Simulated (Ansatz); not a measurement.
# Errors in the atomisation enthalpy at 298 K

6 molecules; the atomisation enthalpy at 298 K in kJ/mol, computed less measured. Shapes, held fixed at every level: PBE0-D4/def2-TZVP. Flexible molecules stand in one conformer, not always the lowest. Thermal terms are harmonic and unscaled (PBE0-D4/def2-TZVP); the spin-orbit lowering of the free atoms is taken from their spectra. Programs: Ansatz 0.2.0. Measured values: Active Thermochemical Tables, CRC Handbook of Chemistry and Physics.

Levels: A = PBE-D4/def2-TZVPP; B = B2PLYP/def2-TZVPP; C = CCSD(T)/def2-SVP.

```csv
molecule,from tabulated heats,A,B,C
HCN (hydrogen cyanide),1278,+54,-4,-81
"C2H3Cl3 (1,1,2-trichloroethane)",2603,+86,-58,-179
"C3H4F4O (2,2,3,3-tetrafluoro-1-propanol)",4651,+200,-55,-228
C4H7NO (2-methyloxazoline),5246,+179,-57,-264
C6H10 (SMILES C=CCCC=C),6397,+144,-65,-249
C6H10 (cyclohexene),6486,+148,-72,-241
```

Task: Sum up the errors.

Result: 
```json
{"level": "PBE-D4/def2-TZVPP", "kind": "GGA", "mean error": "+135.2", "mean absolute error": "135.2", "worst case": "C3H4F4O"}
{"level": "B2PLYP/def2-TZVPP", "kind": "double hybrid", "mean error": "-51.8", "mean absolute error": "51.8", "worst case": "C6H10 (cyclohexene)"}
{"level": "CCSD(T)/def2-SVP", "kind": "coupled cluster or CI", "mean error": "-207.0", "mean absolute error": "207.0", "worst case": "C4H7NO"}
```

On this set B2PLYP/def2-TZVPP has the smallest mean absolute error and CCSD(T)/def2-SVP the largest. PBE-D4/def2-TZVPP is too high in 6 of 6; B2PLYP/def2-TZVPP is too low in 6 of 6; CCSD(T)/def2-SVP is too low in 6 of 6. The heats of C2H3Cl3, C3H4F4O come from older tables and can be uncertain by 10 kJ/mol or more. For B2PLYP/def2-TZVPP the error grows with the size of the molecule. Correlated wave functions converge slowly with the basis. The set is small.
